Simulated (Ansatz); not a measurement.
`F[Si]1(Cl)CO1` + H₂O → `O[Si]1(F)CO1` + HCl at 400 K and 1 bar (formal hydrolysis of the Si–Cl bond).

Program: Ansatz. Geometries: PBE0-D4/def2-TZVP. ΔE: electronic, gas phase. CBS: MP2 limit from def2 TZ/QZ plus the TZ coupled-cluster correction, frozen cores. This one scheme is used for every species. One conformer a species, not always the lowest.

```csv
species,CCSD(T)/CBS energy (Eh),H − E (kJ/mol),S (J/(mol·K))
`F[Si]1(Cl)CO1`,-963.17906,120.4,343.7
H₂O,-76.37941,69.8,198.6
`O[Si]1(F)CO1`,-579.18241,154.8,340.3
HCl,-460.38127,29.6,195.4
```

H − E and S are ideal-gas, rigid-rotor, harmonic terms from PBE0-D4/def2-TZVP, for one conformer and one mirror image of each species. 1 Eh = 2625.50 kJ/mol, R = 8.31446 J/(mol·K).

Problem. By hand: ΔE, ΔH, ΔS and ΔG.

Solution. ΔE = (-579.18241) + (-460.38127) − (-963.17906) − (-76.37941) = -0.00521 Eh = -13.7 kJ/mol. Δ(H − E) = 154.8 + 29.6 − 120.4 − 69.8 = -5.8, so ΔH = -19.5 kJ/mol. ΔS = 340.3 + 195.4 − 343.7 − 198.6 = -6.6 J/(mol·K). ΔG = -19.5 − 400 × (-6.6)/1000 = -16.9 kJ/mol.

Problem. By hand: the equilibrium constant, and the temperature at which ΔG would vanish if ΔH and ΔS stayed fixed.

Solution. log₁₀ K = −ΔG/(RT ln 10) = 2.2. ΔG = 0 at ΔH/ΔS = 2955 K, far beyond where these terms or the molecules hold.

The number of gas molecules stays the same, so ΔS is small and ΔH decides. A doubt of 5 kJ/mol in ΔE shifts log₁₀ K by 0.7 here. Other conformers and mirror images would add mixing entropy, several J/(mol·K) or more a flexible species. These are equilibria of isolated gas molecules and say nothing of rates. Largest T1 diagnostic: 0.013 (customary marks: 0.02 for closed shells, 0.045 for open ones).
